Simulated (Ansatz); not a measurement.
Molecule: CH$_{4}$BS$_{2}$, net charge 0, doublet state. SMILES: SB(S)[CH2]
Geometry: optimised at B3LYP-D3(BJ)/def2-TZVP (Ansatz, an electronic-structure program).

Wanted: atomisation energy, in kcal/mol. Conventions: 6-311+G** with 5d, 6d on Na to Ar in Ansatz; non-relativistic; spin-orbit terms left out; no dispersion term unless named; frozen cores in correlated levels; atomisation electronic, to ground-state atoms; open shells spin-unrestricted. Basis-set limits of correlation are two-point, X^-3; Hartree-Fock from the larger set. Ab initio and DFT rows: single points at B3LYP-D3(BJ) geometries (Ansatz).

```csv
species,coefficient,"E at B3LYP/6-311+G** (Ansatz), Eh","E at wB97M-V/def2-TZVPD (Ansatz), Eh"
[CH2]B(S)S,-1,-861.83593,-861.72447
B atom,+1,-24.66247,-24.64968
C atom,+1,-37.85727,-37.84643
H atom,+4,-0.50216,-0.49411
S atom,+2,-398.13360,-398.09150
```

Coupled cluster (Ansatz) is a level with limits of its own, used here on species with T1 under 0.025 (0.045 for open shells) and stable references: CCSD(T)/CBS(aug-cc-pV(T+d)Z,aug-cc-pV(Q+d)Z). Value to compare with, CCSD(T)/CBS(aug-cc-pV(T+d)Z,aug-cc-pV(Q+d)Z) (Ansatz): 663.6 kcal/mol. 1 Eh = 627.5095 kcal/mol.

Compute it at each level from the table, and compare with CCSD(T)/CBS(aug-cc-pV(T+d)Z,aug-cc-pV(Q+d)Z) (Ansatz).


- B3LYP/6-311+G**: the sum of coefficient times E is 1.04035 Eh, or 652.83 kcal/mol. Result: 652.8 kcal/mol. Its difference against CCSD(T)/CBS(aug-cc-pV(T+d)Z,aug-cc-pV(Q+d)Z) (Ansatz) is -10.8 kcal/mol.
- wB97M-V/def2-TZVPD: the sum of coefficient times E is 1.06892 Eh, or 670.76 kcal/mol. Result: 670.8 kcal/mol. Its difference against CCSD(T)/CBS(aug-cc-pV(T+d)Z,aug-cc-pV(Q+d)Z) (Ansatz) is 7.2 kcal/mol.
